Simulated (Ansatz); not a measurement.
Coupled-cluster diagnostics for MoS₂⁻, Ansatz.

Geometry of the doublet (PBE0-D4/def2-TZVPD):

```xyz
3

Mo    1.916   -0.114   -0.517
S     0.026   -0.041    0.347
S    -1.942    0.155    0.170
```

In the def2 sets Mo takes a core potential; there is no spin–orbit coupling. Correlated methods freeze 10 core orbitals; core or outer-core shells of Mo are correlated, in sets that lack core-valence functions. Another isomer (quartet) lies 4.22 eV lower at PBE0-D4/def2-TZVPD; other spin states weren't run for this one.

(1) Estimate the CCSD(T) correlation energy, the shares of MP2 and (T), T1 and the reference's ⟨S²⟩ for: charge -1, doublet, own geometry in def2-TZVPPD; and the rough time on 4 threads of AMD EPYC 9B14 on a shared host.

## Answers

(1) 
| state | basis | correlation (eV) | MP2 share (%) | (T) share (%) | T1 | ⟨S²⟩ (pure) | wall time | remarks |
| --- | --- | --- | --- | --- | --- | --- | --- | --- |
| charge -1, doublet, own geometry | def2-TZVPPD | -23.587 | 90.1 | 6.4 | 0.076 | 2.77 (0.75) | 30 s | flagged by the program, large T1, spin-contaminated |
Customary marks for T1 are 0.02 (closed shells), 0.045 (open shells) and about 0.05 (3d metals). T1 exceeds 0.02 in 1 of 1 rows and 0.045 in 1; the higher it lies, the less the single-reference result can be trusted.
